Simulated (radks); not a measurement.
The numbers below are computed, except where a source is named.
All-electron atom: Ba XLIX in [He] 2s2 2p4.

Level of theory: scalar-relativistic Kohn-Sham, PBEsol, spin-polarised, spherical densities, finite nucleus; open shells are filled with parallel spins first (spin-orbit coupling, left out, can overturn this in heavy ions); Fermi nuclear charge, rms radius 4.8378 fm (a radial shooting solver on a logarithmic mesh with Libxc functionals).

Energy parts (eV):
part                      energy
total                 -146556.38
kinetic                157479.00
electron-nucleus      -312699.82
Hartree                 10783.03
exchange-correlation    -2118.58

Orbitals (lengths in bohr, moments of r in powers of bohr; <r^-3> diverges for s and p1/2; r(max) is where P^2 peaks; r(90%) holds 90 % of the orbital's charge):
orbital  occ.  eigenvalue (eV)  <r^-3>   r(max)  r(90%)      <r>
1s up       1        -41160.08       -  0.01642  0.0460  0.02555
1s down     1        -41135.61       -  0.01642  0.0460  0.02553
2s up       1        -9385.986       -  0.09119   0.163   0.1063
2s down     1        -9348.035       -  0.09129   0.164   0.1065
2p up       3        -8857.785    7578  0.07279   0.149  0.09244
2p down     1        -8811.880    7551  0.07291   0.150  0.09265
3s up       0        -3934.602       -   0.2394   0.362   0.2503
3s down     0        -3924.537       -   0.2399   0.363   0.2507
3p up       0        -3774.079    2129   0.2286   0.355   0.2404
3p down     0        -3762.515    2122   0.2292   0.356   0.2410
3d up       0        -3625.617   329.3   0.1778   0.316   0.2086
3d down     0        -3611.413   325.2   0.1787   0.317   0.2094

The highest occupied level is 2p down at -8811.9 eV. For comparison, the ionisation energy in NIST's Atomic Spectra Database is 8831 eV (theoretical). In exact Kohn-Sham theory the highest level is minus the ionisation energy, but local and semilocal functionals leave it too shallow, through self-interaction and a potential that decays too fast; potentials with the right tail come closer. Summed over all electrons, <r^2> = 0.06983 bohr^2, which gives a Langevin (diamagnetic) susceptibility term of -0.0553 x 10^-6 cm^3/mol. The spin density at the nucleus is -46.3 e/bohr^3 (1s -140.5, 2s 94.1).
